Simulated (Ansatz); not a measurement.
`CC[Si]C` + H₂ → `C[SiH]` + ethane at 700 K and 1 bar (hydrogenolysis of the Si–C bond).

Computed with Ansatz on PBE0-D4/def2-TZVP structures; ΔE is electronic, products minus reactants. CCSD(T)/CBS adds triple-zeta CCSD(T) − MP2 to the extrapolated MP2 energy (def2 sets, frozen cores). This one scheme is used for every species. One conformer a species, not always the lowest.

| species | CCSD(T)/CBS energy (Eh) | H − E (kJ/mol) | S (J/(mol·K)) |
| --- | --- | --- | --- |
| `CC[Si]C` | -408.00123 | 339.5 | 451.2 |
| H₂ | -1.17544 | 46.8 | 155.3 |
| `C[SiH]` | -329.46712 | 152.0 | 322.2 |
| `CC` | -79.71954 | 238.1 | 289.3 |

H − E and S are ideal-gas, rigid-rotor, harmonic terms from PBE0-D4/def2-TZVP, for one conformer and one mirror image of each species. The MP2-based limit puts H₂ 0.8 mEh under its directly extrapolated value; such offsets cancel only in part. 1 Eh = 2625.50 kJ/mol, R = 8.31446 J/(mol·K).

Q: By hand: ΔE, ΔH, ΔS and ΔG.

A: ΔE = (-329.46712) + (-79.71954) − (-408.00123) − (-1.17544) = -0.00999 Eh = -26.2 kJ/mol. Δ(H − E) = 152.0 + 238.1 − 339.5 − 46.8 = 3.8, so ΔH = -22.4 kJ/mol. ΔS = 322.2 + 289.3 − 451.2 − 155.3 = 5.0 J/(mol·K). ΔG = -22.4 − 700 × (5.0)/1000 = -25.9 kJ/mol.

Q: By hand: the equilibrium constant, and the temperature at which ΔG would vanish if ΔH and ΔS stayed fixed.

A: log₁₀ K = −ΔG/(RT ln 10) = 1.9. ΔH and −TΔS have one sign here, so there is no such temperature. One of them is within its doubt of zero, so this could turn.

The number of gas molecules stays the same, so ΔS is small and ΔH decides. A doubt of 5 kJ/mol in ΔE shifts log₁₀ K by 0.4 here. Other conformers and mirror images would add mixing entropy, several J/(mol·K) or more a flexible species. These are equilibria of isolated gas molecules and say nothing of rates. Largest T1 diagnostic: 0.012 (customary marks: 0.02 for closed shells, 0.045 for open ones).
